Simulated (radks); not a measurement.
Ionisation of neutral niobium, [Kr] 4d4 5s1, to [Kr] 4d4 as the strength of local exchange is varied. Method: scalar-relativistic Kohn-Sham, Slater X-alpha exchange (alpha = 2/3 is LDA exchange), no correlation, spin-polarised, spherical densities, point nucleus; open shells are filled with parallel spins first (spin-orbit coupling, left out, can overturn this in heavy ions); computed with a radial shooting solver on a logarithmic mesh with Libxc functionals.

| alpha | E(Nb) (hartree) | exchange (hartree) | IE (eV) | -e of the level emptied (eV) | <r> of it (bohr) |
|---|---|---|---|---|---|
| 0.667 | -3811.97805 | -110.93588 | 6.956 | 4.251 (5s) | 3.628 |
| 0.669 | -3812.31121 | -111.27828 | 6.967 | 4.262 (5s) | 3.626 |
| 0.687 | -3815.31097 | -114.36248 | 7.071 | 4.359 (5s) | 3.607 |
| 0.773 | -3829.67582 | -129.16275 | 7.580 | 4.840 (5s) | 3.521 |
| 0.803 | -3834.69951 | -134.35074 | 7.761 | 5.014 (5s) | 3.491 |
| 0.887 | -3848.80070 | -148.94607 | 8.280 | 5.518 (5s) | 3.410 |
| 0.925 | -3855.19667 | -155.58202 | 8.519 | 5.753 (5s) | 3.375 |
| 0.937 | -3857.21863 | -157.68189 | 8.595 | 5.828 (5s) | 3.363 |

NIST Atomic Spectra Database: 6.759 eV (measured). The central value is not met in this range of alpha. Open shells are spherical and high-spin; term and fine-structure splittings are not resolved.
